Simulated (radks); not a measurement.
Removal energies from the caesium ion Cs6+, [Kr] 4d10 5s2 5p1, by Delta-SCF beside the eigenvalue of the level emptied. Calculated with a radial shooting solver on a logarithmic mesh with Libxc functionals: non-relativistic Kohn-Sham, PBE, spin-polarised, spherical densities, point nucleus. Open shells are filled with parallel spins first.

| removed from | final configuration | Delta-SCF (eV) | -eigenvalue (eV) |
|---|---|---|---|
| 5p | [Kr] 4d10 5s2 | 80.937 | 75.014 |
| 5s | [Kr] 4d10 5s1 5p1 | 93.729 | 87.366 |
| 4d | [Kr] 4d9 5s2 5p1 | 160.74 | 149.02 |
| 4p | [Ar] 3d10 4s2 4p5 4d10 5s2 5p1 | 241.73 | 229.27 |
